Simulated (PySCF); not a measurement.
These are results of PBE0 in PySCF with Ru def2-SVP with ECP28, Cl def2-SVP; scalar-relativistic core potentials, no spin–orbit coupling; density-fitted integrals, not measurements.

Each entry is the lowest minimum that a search over a few typed start shapes (and spin states, where more than one is plausible) found, or that minimum re-optimised at the stated level; isomers with ligand–ligand bonds, or fragments after loss of a ligand pair, can lie lower. Open shells are unrestricted.

RuCl₂ is a quintet of D∞h symmetry with Ru–Cl 2.255 Å (×2); Cl–Ru–Cl 180.0°. Its wavenumbers are 63 (×2), 353, 431 cm⁻¹.

(1) What changes when one electron is removed, giving RuCl₂⁺?

Results:

(1) It costs 9.81 eV between the minima (9.81 eV with zero-point energy). RuCl₂⁺ is a sextet of C2v symmetry with Ru–Cl 2.205 Å (×2); Cl–Ru–Cl 140.0°; wavenumbers 60, 399, 460 cm⁻¹.

With open d or f shells other occupations or spin states may lie lower.
